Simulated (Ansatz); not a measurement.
Geometry optimisation, Ansatz, RKS PBE0-D4/STO-3G.

input.yaml

```yaml
crystal:
  periodic: [false, false, false]
  atoms:
    - { symbol: Al, position_ang: [0.0, 0.0, 0.0] }
    - { symbol: "N", position_ang: [0.0, 0.0, 1.92] }
    - { symbol: H, position_ang: [-0.877, -0.2713, 2.45] }
    - { symbol: H, position_ang: [0.877, 0.2713, 2.45] }
    - { symbol: O, position_ang: [1.5415, 0.0, -0.89] }
    - { symbol: H, position_ang: [1.8414, -0.9519, -1.0449] }
    - { symbol: "N", position_ang: [-1.6627, 0.0, -0.96] }
    - { symbol: H, position_ang: [-2.3316, -0.8164, -0.8614] }
    - { symbol: H, position_ang: [-1.9118, 0.8164, -1.5886] }
basis:
  gaussian: { orbitals: STO-3G }
hamiltonian:
  xc: pbe0
  dispersion: d4
relax:
  f_tol: 0.02
  max_steps: 40
```

Run as:

```bash
$ ansatz run input.yaml --threads 1 --pin off --max-ram 2048MiB --backend cpu --events-out ev --progress --plain --runs-dir out
```

Task: Where does it end, and by what steps?

Result: It converged. Limits of this set-up: minimal basis. After 11 steps the energy has fallen by 1.819 eV; H9 moved furthest, 1.08 Å.

```json
{"step": "0", "energy less start (eV)": "0.0000", "largest force component (eV/Å)": "4.402", "accepted": "yes"}
{"step": "1", "energy less start (eV)": "-1.2428", "largest force component (eV/Å)": "1.314", "accepted": "yes"}
{"step": "2", "energy less start (eV)": "-1.4758", "largest force component (eV/Å)": "0.806", "accepted": "yes"}
{"step": "3", "energy less start (eV)": "-1.5846", "largest force component (eV/Å)": "0.943", "accepted": "yes"}
{"step": "4", "energy less start (eV)": "-1.6713", "largest force component (eV/Å)": "0.824", "accepted": "yes"}
{"step": "5", "energy less start (eV)": "-1.7480", "largest force component (eV/Å)": "0.403", "accepted": "yes"}
{"step": "6", "energy less start (eV)": "-1.8004", "largest force component (eV/Å)": "0.243", "accepted": "yes"}
{"step": "7", "energy less start (eV)": "-1.7902", "largest force component (eV/Å)": "0.343", "accepted": "no"}
{"step": "8", "energy less start (eV)": "-1.8159", "largest force component (eV/Å)": "0.046", "accepted": "yes"}
{"step": "9", "energy less start (eV)": "-1.8178", "largest force component (eV/Å)": "0.027", "accepted": "yes"}
{"step": "10", "energy less start (eV)": "-1.8186", "largest force component (eV/Å)": "0.055", "accepted": "yes"}
{"step": "11", "energy less start (eV)": "-1.8187", "largest force component (eV/Å)": "0.009", "accepted": "yes"}
```

```xyz
9
Properties=species:S:1:pos:R:3
Al 0.029 -0.111 0.116
N -0.072 -0.070 1.841
H -0.941 -0.046 2.393
H 0.736 -0.069 2.479
O 1.581 -0.149 -0.594
H 1.403 -0.173 -1.594
N -1.418 -0.115 -0.838
H -2.377 -0.090 -0.461
H -1.465 -0.130 -1.867
```

Whether the end is a true minimum wasn't checked by a vibrational analysis.

The run took 42 s on 1 thread of Intel(R) Xeon(R) Processor @ 2.50GHz (Skylake/Cascade Lake) (shared host), peak memory 0.13 GiB.
